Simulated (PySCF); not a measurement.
H4MgOSi, singlet, geometry from GFN2-xTB (such geometries of metal compounds can be far from the true shape).

Input for PySCF:
```python
from pyscf import gto, scf, dft, tdscf

mol = gto.M(
    atom='''
Mg   -0.132844    0.602074   -0.343822
O    -0.451432    2.045976   -1.168379
H    -0.630220    2.856275   -1.631110
Si    0.324742   -1.471791    0.840484
H     0.351457   -2.635281   -0.060898
H    -0.687529   -1.762470    1.868941
H     1.625492   -1.446140    1.529180
''',
    basis='6-31g',
    charge=0,
    spin=0,
    verbose=4,
)

mf = dft.RKS(mol)
mf.xc = 'wb97x'
mf.kernel()
td = mf.TDDFT()
td.nstates = 5
td.kernel()
td.analyze()
```

Task: What does this run give for the HOMO-LUMO gap, HOMO energy, dipole moment, total energy?

Result: 
```yaml
HOMO-LUMO gap: 10.75 eV
HOMO energy: -9.50 eV
dipole_moment: 1.57 D
total_energy: -567.112780 Ha
```

Task: Roughly what does it cost on one core?

Result: very roughly 100 core-seconds.
